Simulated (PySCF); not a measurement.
A drawing and its optimised geometry.

[C6H9S]+. Drawn bonds (atoms numbered from 1): C1–C2, C2–C3, C3=C4, C4–C5, C5–C6, C5=S7, C1–H8, C1–H9, C1–H10, C2–H11, C3–H12, C4–H13, C6–H14, C6–H15, C6–H16. Charge +1.

Geometry after optimisation with GFN2-xTB (Å):

```
atom  x, y, z in Å
C1     2.486    0.005    0.352
C2     1.110   -0.652    0.431
C3     0.460   -0.901   -0.869
C4    -0.778   -0.382   -1.002
C5    -1.229    0.325    0.147
C6    -2.544    0.960    0.264
S7    -0.094    0.353    1.384
H8     2.437    0.944   -0.193
H9     2.874    0.195    1.349
H10    3.176   -0.660   -0.161
H11    1.202   -1.594    0.986
H12    0.980   -1.459   -1.631
H13   -1.393   -0.476   -1.880
H14   -2.695    1.663   -0.559
H15   -2.670    1.479    1.210
H16   -3.331    0.208    0.161
```

Here a drawn bond counts as lost beyond 1.3 times the sum of covalent radii plus 0.1 Å; another pair counts as a new contact within 1.08 times that sum, or 1.2 times among H, C, N, O, F, S and Cl. Covalent radii used (Å): C 0.73, H 0.31, S 1.05.

Problem. Which drawn bonds no longer describe this geometry, and which new contacts appear?

Solution. No drawn bond is lost. New contacts: C2–S7 (1.83 Å; radii sum 1.78 Å). The tight-binding optimisation can itself be at fault, so a check at a higher level is due before the drawing is dismissed.

Problem. How long is each drawn bond in this geometry?

Solution. 
| drawn bond | length (Å) | over radii sum |
| --- | --- | --- |
| C1–C2 | 1.527 | 1.05 |
| C2–C3 | 1.475 | 1.01 |
| C3–C4 | 1.349 | 0.92 |
| C4–C5 | 1.422 | 0.97 |
| C5–C6 | 1.465 | 1.00 |
| C5–S7 | 1.679 | 0.94 |
| C1–H8 | 1.087 | 1.05 |
| C1–H9 | 1.086 | 1.04 |
| C1–H10 | 1.087 | 1.05 |
| C2–H11 | 1.097 | 1.06 |
| C3–H12 | 1.077 | 1.04 |
| C4–H13 | 1.077 | 1.04 |
| C6–H14 | 1.093 | 1.05 |
| C6–H15 | 1.087 | 1.04 |
| C6–H16 | 1.093 | 1.05 |

These are computed values.
